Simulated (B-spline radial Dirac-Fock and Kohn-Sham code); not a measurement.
The K (1s) hole of chromium ions: width and yield against charge

Model: independent-particle rates on relativistic LDA orbitals of the hole state (multipoles up to L = 3, Coulomb Auger matrix elements, transition energies from Dirac-Fock). Program: a B-spline atomic structure program. Tabulated ground configurations, configuration averages; single configurations, so decays that open only by mixing (as 1s 2s² with 1s 2p² in Be-like ions) are missing and such tiny yields are far too low.

```
  ion  configuration  radiative (eV)  non-radiative (eV)     yield
   Cr   [Ar] 3d5 4s1           0.288               0.724     0.285
  Cr⁺       [Ar] 3d5           0.288               0.723     0.285
 Cr²⁺       [Ar] 3d4           0.289               0.727     0.284
 Cr³⁺       [Ar] 3d3           0.290               0.733     0.284
 Cr⁴⁺       [Ar] 3d2           0.292               0.740     0.283
 Cr⁵⁺       [Ar] 3d1           0.293               0.748     0.282
 Cr⁶⁺   [Ne] 3s2 3p6           0.295               0.757     0.281
 Cr⁷⁺   [Ne] 3s2 3p5           0.292               0.744     0.282
 Cr⁸⁺   [Ne] 3s2 3p4           0.288               0.729     0.283
 Cr⁹⁺   [Ne] 3s2 3p3           0.283               0.713     0.284
Cr¹⁰⁺   [Ne] 3s2 3p2           0.278               0.695     0.285
Cr¹¹⁺   [Ne] 3s2 3p1           0.272               0.676     0.287
Cr¹²⁺       [Ne] 3s2           0.266               0.655     0.288
Cr¹⁴⁺   [He] 2s2 2p6           0.269               0.621     0.302
Cr¹⁵⁺   [He] 2s2 2p5           0.233               0.487     0.324
Cr¹⁶⁺   [He] 2s2 2p4           0.194               0.363     0.349
Cr¹⁷⁺   [He] 2s2 2p3           0.152               0.253     0.375
Cr¹⁸⁺   [He] 2s2 2p2           0.105               0.163     0.392
Cr¹⁹⁺   [He] 2s2 2p1          0.0545              0.0988     0.355
Cr²⁰⁺       [He] 2s2        8.58e-08              0.0661  1.30e-06
```

Values without a named source are computed, but for edge energies of neutral atoms, which are taken from tables.
